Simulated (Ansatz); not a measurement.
`C[N](C)[Sn]([Cl])([N](C)C)[N](C)C` and `C[N](C)[SnH]([N](C)C)[N](C)C` differ in one atom or group.

Ansatz, PBE0-D4/def2-TZVP geometries, multiplicity 1. Each molecule was computed in one conformer, which needn't be the lowest.

Elements past krypton have def2 core potentials.

```csv
property,`C[N](C)[Sn]([Cl])([N](C)C)[N](C)C`
HOMO energy (PBE0/def2-TZVPP) / eV,-6.20
HOMO energy (B3LYP/def2-TZVPP) / eV,-5.99
HOMO–LUMO gap (PBE/def2-TZVPP) / eV,3.25
HOMO energy (ωB97M-V/def2-TZVPP) / eV,-8.50
HOMO–LUMO gap (ωB97M-V/def2-TZVPP) / eV,9.86
size of the dipole moment (B3LYP/def2-TZVPP) / D,2.41
```

(1) What does the change do to each property? (An estimate is asked.)

## Answers

(1) Computed: 
```json
{"property": "HOMO energy (PBE0/def2-TZVPP) / eV", "`C[N](C)[SnH]([N](C)C)[N](C)C`": "-5.71", "shift": "0.49"}
{"property": "HOMO energy (B3LYP/def2-TZVPP) / eV", "`C[N](C)[SnH]([N](C)C)[N](C)C`": "-5.51", "shift": "0.48"}
{"property": "HOMO–LUMO gap (PBE/def2-TZVPP) / eV", "`C[N](C)[SnH]([N](C)C)[N](C)C`": "3.83", "shift": "0.58"}
{"property": "HOMO energy (ωB97M-V/def2-TZVPP) / eV", "`C[N](C)[SnH]([N](C)C)[N](C)C`": "-7.99", "shift": "0.51"}
{"property": "HOMO–LUMO gap (ωB97M-V/def2-TZVPP) / eV", "`C[N](C)[SnH]([N](C)C)[N](C)C`": "9.76", "shift": "-0.10"}
{"property": "size of the dipole moment (B3LYP/def2-TZVPP) / D", "`C[N](C)[SnH]([N](C)C)[N](C)C`": "0.43", "shift": "-1.98"}
```

With PBE0 the HOMO rises by 0.49 eV and the LUMO rises by 1.05 eV, so the gap widens by about 0.56 eV. PBE moves the HOMO by 0.45 eV and ωB97M-V by 0.51 eV. Dipoles are sizes alone; their direction can turn.

B3LYP here is the variant with VWN-RPA as its local correlation; programs differ in this.
